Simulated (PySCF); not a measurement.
## Stationary points of H₂Se

These are results of PySCF, PBE, basis Se def2-TZVP, H def2-TZVP (no relativity, density fitting), not measurements.

Relaxations began from a few typed shapes. The search is not exhaustive: other isomers or separated fragments can lie lower, and high-lying points may rest on an excited occupation.

```tsv
spin	group	bonds	angles	imaginary modes (cm⁻¹)	ΔE (kJ/mol)	ΔE with ZPE (kJ/mol)
singlet	C2v	Se–H 1.480 Å (×2)	H–Se–H 90.5°	none	0.0	0.0
singlet	D∞h	Se–H 1.433 Å (×2)	H–Se–H 180.0°	1788i, 1788i	303.5	–
```

The lowest minimum found is the singlet C2v: Se–H 1.480 Å (×2); H–Se–H 90.5°.

Counting electrons, selenium keeps 4 of its valence electrons outside its bonds, so the VSEPR class is AX2E2 and the expected shape is bent (C2v), as computed. The angle of 91° is close to 90°: the heavy centre bonds with nearly pure p orbitals and keeps its lone pair s-like.
